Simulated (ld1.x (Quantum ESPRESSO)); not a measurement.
# Building the PAW potential for Re (PBEsol, scalar-relativistic).

```
Element                 : Re (Z = 75)
Generator               : ld1.x (Quantum ESPRESSO) 7.5
Type                    : PAW
Functional              : PBEsol
Relativity              : scalar-relativistic
Frozen core             : [Kr] 4d10 4f14
Valence charge          : 15
Reference configuration : 5s2 5p6 5d5 6s0.5 6p0 (charge +1.5)
Partial waves           : 5s (bound): rcut 1.30, rcutus 1.35 bohr; 6s (bound): rcut 1.30, rcutus 1.35 bohr; 5p (bound): rcut 1.90, rcutus 2.10 bohr; 6p (bound, empty): rcut 1.90, rcutus 2.10 bohr; 5d (bound): rcut 2.10, rcutus 2.35 bohr; 5d channel at 1.45 Ry: rcut 2.10, rcutus 2.35 bohr
Local potential         : all-electron potential smoothed inside 1.85 bohr (lloc = -2)
Core correction         : Bessel-smoothed model core, default radius (core density twice the valence density)
Augmentation charge     : BESSEL, radius 0.90 bohr
```

All-electron outer shells of the reference configuration (PBEsol, scalar-relativistic, ld1.x):

```csv
shell,level (eV),outermost node (bohr),outermost maximum (bohr)
5s,-97.38,0.52,0.93
5p,-59.15,0.56,1.06
4f,-54.42,–,0.41
5d,-17.12,0.62,1.41
6s,-16.33,1.24,2.42
6p,-10.04,1.46,3.10
```

Results:

```json
{
  "Cutoffs needed": "30 Ry and 45 Ry (the cutoffs (Ry, on a coarse ladder) from which the occupation-weighted sum of valence levels, in a spherical-Bessel basis at the reference potential, stays within 10 and 1 mRy of its value at 400 Ry)",
  "Ghost test": "no extra level below or beside the all-electron valence levels (s, p, d, f tested) (spherical-Bessel basis up to 400 Ry, 20 bohr box)",
  "Configuration tests": "test run stopped at test 5 of 7 (negative rho)",
  "Lowest eigenvalue of the overlap operator": "0.09 (p channel)"
}
```

Generation and tests took about 2.1 s on one core of a shared server CPU.
